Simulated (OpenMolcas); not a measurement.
**Computed transition rates of V+**

```
Program             : OpenMolcas 26.06
Method              : MS-CASPT2, IPEA 0.25 Eh, imaginary shift 0.1 Eh (closed shells correlated: 3s 3p)
Basis               : ANO-RCC-VTZP [6s5p3d2f1g]
Scalar Hamiltonian  : DKH2, point nucleus
Active space        : 4 electrons in 5 orbitals (3d)
State averaging     : 2S+1 = 5 even, 5 roots; 2S+1 = 3 even, 45 roots; 2S+1 = 1 even, 50 roots (44 in the spin-orbit step)
Spin-orbit coupling : state interaction with AMFI integrals over the reference wave functions, term energies averaged over their components
```

Rates come from the transition moments of the reference wave functions (E1 and E2 in the length form). At fixed line strength A goes as λ^-3 for E1 and M1 and as λ^-5 for E2, so a rate at the computed wavelength can be rescaled to the measured one. Measured vacuum wavelengths follow from level energies in NIST Handbook of Basic Atomic Spectroscopic Data. Branching counts decays inside the model space alone, at computed energies, and the table is only a selection of the M1 lines, drawn from those between levels with measured partners whose computed energy lies within a factor of 1.5 of the measured one.

```
  Upper    Lower  Type  λ computed (nm)  λ measured (nm)  A computed (s-1)  A rescaled (s-1)  Branching %
3d4 5D2  3d4 5D1    M1           128500           141700          2.68e-05          2.00e-05        100.0
3d4 5D3  3d4 5D2    M1            88230            97790          6.76e-05          4.96e-05        100.0
3d4 5D4  3d4 5D3    M1            68670            76730          8.37e-05          6.00e-05        100.0
```

The largest correction is for 3d4 5D4 → 3d4 5D3 (M1): 8.37e-05 × (68670 / 76730)^3 = 6.00e-05 s-1, a factor of 0.72.

The computed rate and branching of 3d4 5D2 → 3d4 5D1 give the upper level a radiative lifetime of 1.000 / 2.68e-05 s-1 = 3.73e+04 s, counting decays inside the model space alone. The rescaled rate gives about 5.0e+04 s.

These are rates of the free ion; in crystals, glasses and complexes forced electric-dipole and non-radiative decay shorten such lifetimes by orders of magnitude. No measured rate stands beside these. Rescaling mends the energy factor alone: line strengths can still be far off where a level mixes with configurations outside the active space, and weak or spin-changing lines hang on small mixing coefficients that depend on the term gaps too, so rescaling need not improve them.

CASPT2 breaks the degeneracy within a term, and the mean is taken; among the terms shown or strongly mixed into the levels shown the widest spread is 14 cm-1 (3d4 5D). Some high roots are left out of the spin-orbit mixing, which shifts the levels that they would mix with. Computed and measured levels are paired by configuration, term and J; levels that our copy of the source lacks, or whose pairing is in doubt (as where it misses far off the trend of its configuration), stay unpaired. Levels of configurations outside the active space are missing.
